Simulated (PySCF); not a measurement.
Delta-SCF ions had no search for a lower state. Excitations are Tamm–Dancoff values on a coarser integration grid. The basis has no diffuse functions, so Rydberg states are missing or too high.

Cartesian coordinates (Å):
SMILES: C(C)/C=B/[H]
```xyz
11

B      2.1745    -0.1819    -0.6024
C      0.8990    -0.5778    -0.2384
C     -0.1284     0.0364     0.6854
C     -1.4319     0.3964    -0.0354
H      3.2684     0.1133    -0.9363
H      0.5771    -1.5064    -0.7406
H      0.2876     0.9342     1.1668
H     -0.3503    -0.6732     1.5014
H     -2.1659     0.8225     0.6650
H     -1.2473     1.1298    -0.8331
H     -1.8830    -0.4934    -0.4996
```
Charge 0, multiplicity 1.

Task: What is the computed HOMO–LUMO gap, brightest of the four lowest singlets (TDA), total energy, vertical ionisation energy (Delta-SCF) and HOMO (PBE-D3(BJ)/def2-TZVP (PySCF 2.14.0))?

Result: 
```yaml
HOMO–LUMO gap: 2.82 eV
brightest of the four lowest singlets (TDA): 5.82 eV
total_energy: -143.1474 Ha
vertical ionisation energy (Delta-SCF): 8.48 eV
HOMO: -5.21 eV
```
